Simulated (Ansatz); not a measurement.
Ansatz (a first-principles code) input (B3LYP-D3(BJ)/def2-TZVP):

Ansatz 0.2 input:
```yaml
crystal:
  periodic: [false, false, false]
  atoms:
    - {symbol: N, position_ang: [-0.00000000, -0.00000000, -1.04500128]}
    - {symbol: Si, position_ang: [0.00000000, 0.00000000, 0.52250064]}
basis:
  gaussian:
    orbitals: def2-TZVP
hamiltonian:
  xc: b3lyp
  dispersion: d3bj
magnetization: {spin_polarized: true, initial_magnetization: 1}
phonons: {temperatures: {t_min: 298.15, t_max: 298.15, t_step: 100}}
```

Output:

```
Functional definition: B3LYP
integrals: 0.01 GiB planned
416 factors; their error is unknown
mean field: 0.17 GiB planned
mean field evaluation 1: about -9346.9903 eV, gradient 6.1e1 eV
mean field evaluation 2: about -9209.4780 eV, gradient 1.2e2 eV
mean field evaluation 4: about -9364.5331 eV, gradient 1.1e1 eV
mean field evaluation 8: about -9365.2545 eV, gradient 1.5e-1 eV
mean field evaluation 16: about -9365.2850 eV, gradient 6.2e-4 eV
mean field -9365.28496530 eV, -344.1678744567 hartree, gradient 7.6e-6 eV, S^2 0.771236; 1 other end points of the search recorded, 0 dependent functions left out
the calculation of the forces begins
reference -9365.28512436 eV, -344.1678803021 hartree; 11, 10 occupied and 57, 58 virtual orbitals, 416 factors
these checks for a lower state are left out or cut short: stability, starts, cluster_reference, orbital_swaps, neighbouring_geometries, increment
integrals: 0.01 GiB planned
416 factors; their error is unknown
mean field: 0.17 GiB planned
mean field evaluation 32: about -9365.2850 eV, gradient 3.7e-5 eV
mean field -9365.28496530 eV, -344.1678744567 hartree, gradient 7.9e-7 eV, S^2 0.771236; 0 other end points of the search recorded, 0 dependent functions left out
the calculation of the forces begins
reference -9365.28512436 eV, -344.1678803021 hartree; 11, 10 occupied and 57, 58 virtual orbitals, 416 factors
these checks for a lower state are left out or cut short: stability, starts, cluster_reference, orbital_swaps, neighbouring_geometries, increment
integrals: 0.01 GiB planned
416 factors; their error is unknown
mean field: 0.17 GiB planned
mean field -9365.28496530 eV, -344.1678744567 hartree, gradient 7.9e-7 eV, S^2 0.771236; 0 other end points of the search recorded, 0 dependent functions left out
the calculation of the forces begins
reference -9365.28512436 eV, -344.1678803021 hartree; 11, 10 occupied and 57, 58 virtual orbitals, 416 factors
these checks for a lower state are left out or cut short: stability, starts, cluster_reference, orbital_swaps, neighbouring_geometries, increment
integrals: 0.01 GiB planned
416 factors; their error is unknown
mean field: 0.17 GiB planned
mean field -9365.28496530 eV, -344.1678744567 hartree, gradient 7.9e-7 eV, S^2 0.771236; 0 other end points of the search recorded, 0 dependent functions left out
the calculation of the forces begins
reference -9365.28512436 eV, -344.1678803021 hartree; 11, 10 occupied and 57, 58 virtual orbitals, 416 factors
these checks for a lower state are left out or cut short: stability, starts, cluster_reference, orbital_swaps, neighbouring_geometries, increment
integrals: 0.01 GiB planned
416 factors; their error is unknown
mean field: 0.17 GiB planned
mean field -9365.28496530 eV, -344.1678744567 hartree, gradient 7.9e-7 eV, S^2 0.771236; 0 other end points of the search recorded, 0 dependent functions left out
the calculation of the forces begins
reference -9365.28512436 eV, -344.1678803021 hartree; 11, 10 occupied and 57, 58 virtual orbitals, 416 factors
these checks for a lower state are left out or cut short: stability, starts, cluster_reference, orbital_swaps, neighbouring_geometries, increment
integrals: 0.01 GiB planned
416 factors; their error is unknown
mean field: 0.17 GiB planned
mean field evaluation 64: about -9365.2848 eV, gradient 1.5e-6 eV
mean field -9365.28481357 eV, -344.1678688805 hartree, gradient 1.5e-6 eV, S^2 0.770975; 0 other end points of the search recorded, 0 dependent functions left out
the calculation of the forces begins
reference -9365.28497262 eV, -344.1678747257 hartree; 11, 10 occupied and 57, 58 virtual orbitals, 416 factors
these checks for a lower state are left out or cut short: stability, starts, cluster_reference, orbital_swaps, neighbouring_geometries, increment
integrals: 0.01 GiB planned
416 factors; their error is unknown
mean field: 0.17 GiB planned
mean field -9365.28481805 eV, -344.1678690453 hartree, gradient 1.2e-6 eV, S^2 0.771503; 0 other end points of the search recorded, 0 dependent functions left out
the calculation of the forces begins
reference -9365.28497712 eV, -344.1678748909 hartree; 11, 10 occupied and 57, 58 virtual orbitals, 416 factors
these checks for a lower state are left out or cut short: stability, starts, cluster_reference, orbital_swaps, neighbouring_geometries, increment
integrals: 0.01 GiB planned
416 factors; their error is unknown
mean field: 0.17 GiB planned
mean field -9365.28496530 eV, -344.1678744567 hartree, gradient 7.9e-7 eV, S^2 0.771236; 0 other end points of the search recorded, 0 dependent functions left out
the calculation of the forces begins
reference -9365.28512436 eV, -344.1678803021 hartree; 11, 10 occupied and 57, 58 virtual orbitals, 416 factors
these checks for a lower state are left out or cut short: stability, starts, cluster_reference, orbital_swaps, neighbouring_geometries, increment
integrals: 0.01 GiB planned
416 factors; their error is unknown
mean field: 0.17 GiB planned
mean field -9365.28496530 eV, -344.1678744567 hartree, gradient 7.9e-7 eV, S^2 0.771236; 0 other end points of the search recorded, 0 dependent functions left out
the calculation of the forces begins
reference -9365.28512436 eV, -344.1678803021 hartree; 11, 10 occupied and 57, 58 virtual orbitals, 416 factors
these checks for a lower state are left out or cut short: stability, starts, cluster_reference, orbital_swaps, neighbouring_geometries, increment
integrals: 0.01 GiB planned
416 factors; their error is unknown
mean field: 0.17 GiB planned
mean field -9365.28496530 eV, -344.1678744567 hartree, gradient 7.9e-7 eV, S^2 0.771236; 0 other end points of the search recorded, 0 dependent functions left out
the calculation of the forces begins
reference -9365.28512436 eV, -344.1678803021 hartree; 11, 10 occupied and 57, 58 virtual orbitals, 416 factors
these checks for a lower state are left out or cut short: stability, starts, cluster_reference, orbital_swaps, neighbouring_geometries, increment
integrals: 0.01 GiB planned
416 factors; their error is unknown
mean field: 0.17 GiB planned
mean field evaluation 96: about -9365.2850 eV, gradient 3.7e-5 eV
mean field -9365.28496530 eV, -344.1678744567 hartree, gradient 7.9e-7 eV, S^2 0.771236; 0 other end points of the search recorded, 0 dependent functions left out
the calculation of the forces begins
reference -9365.28512436 eV, -344.1678803021 hartree; 11, 10 occupied and 57, 58 virtual orbitals, 416 factors
these checks for a lower state are left out or cut short: stability, starts, cluster_reference, orbital_swaps, neighbouring_geometries, increment
integrals: 0.01 GiB planned
416 factors; their error is unknown
mean field: 0.17 GiB planned
mean field -9365.28481805 eV, -344.1678690453 hartree, gradient 1.2e-6 eV, S^2 0.771503; 0 other end points of the search recorded, 0 dependent functions left out
the calculation of the forces begins
reference -9365.28497712 eV, -344.1678748909 hartree; 11, 10 occupied and 57, 58 virtual orbitals, 416 factors
these checks for a lower state are left out or cut short: stability, starts, cluster_reference, orbital_swaps, neighbouring_geometries, increment
integrals: 0.01 GiB planned
416 factors; their error is unknown
mean field: 0.17 GiB planned
mean field -9365.28481357 eV, -344.1678688805 hartree, gradient 1.5e-6 eV, S^2 0.770975; 0 other end points of the search recorded, 0 dependent functions left out
the calculation of the forces begins
reference -9365.28497262 eV, -344.1678747257 hartree; 11, 10 occupied and 57, 58 virtual orbitals, 416 factors
Total energy: -9365.33217070 eV, -344.1696092232 hartree
Atom 0 at    -0.000000    -0.000000    -1.045001 Å, force    -0.000000    -0.000000    -0.000054 eV/Å
Atom 1 at     0.000000     0.000000     0.522501 Å, force     0.000000     0.000000     0.000054 eV/Å
Dipole moment:     0.000000    -0.000000     0.574061 e Å
Vibrations: 1179.82 cm⁻¹, zero-point energy 0.073140 eV
```
